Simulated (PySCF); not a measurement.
A GIAO shielding run with PySCF (density fitting, non-relativistic, gas phase) on `C(C[C@@H](N(C=C)[SiH3])C)C`, C$_{7}$H$_{17}$NSi:

```
$ OMP_NUM_THREADS=1 python probes_run.py task.json out

{"job": {"kind": "nmr", "xc": "PBE0", "basis": "pcSseg-1"}, "charge": 0, "multiplicity": 1}
C     -2.697986    -0.445012     1.409464
C     -1.621359     0.192546     0.965847
N     -1.115641     0.156012    -0.316384
Si    -1.850108    -0.819582    -1.546090
C      0.079172     0.945578    -0.572968
C     -0.171359     2.438644    -0.343903
C      1.288690     0.450218     0.232593
C      1.633539    -1.003742    -0.077668
C      2.878840    -1.458993     0.673570
H     -3.004085    -0.347599     2.435233
H     -3.302706    -1.072085     0.779965
H     -1.062680     0.809348     1.656917
H     -1.022960    -0.638531    -2.737632
H     -1.849717    -2.229299    -1.142167
H     -3.218578    -0.364576    -1.807983
H      0.315987     0.811613    -1.632991
H     -1.059591     2.750504    -0.888739
H      0.678120     3.015635    -0.701221
H     -0.317031     2.662663     0.709804
H      2.142975     1.085527    -0.012561
H      1.096642     0.554437     1.302105
H      1.795144    -1.112063    -1.152999
H      0.789371    -1.640277     0.194953
H      2.721897    -1.397558     1.748532
H      3.730600    -0.832264     0.415975
H      3.121778    -2.488531     0.421624
```

Hardware: 1 thread of an Arm Neoverse V1, shared host. The job also computes population analyses, field gradients.

Task: How large is the calculation?

Result: 80 electrons, 245 basis functions and 1284 auxiliary functions.

Task: How long does it take, and how much memory does it need?

Result: 94 s of wall time, with 14 SCF cycles and 4 response iterations; peak memory 1.1 GiB. Times on a shared host scatter by some tens of per cent.
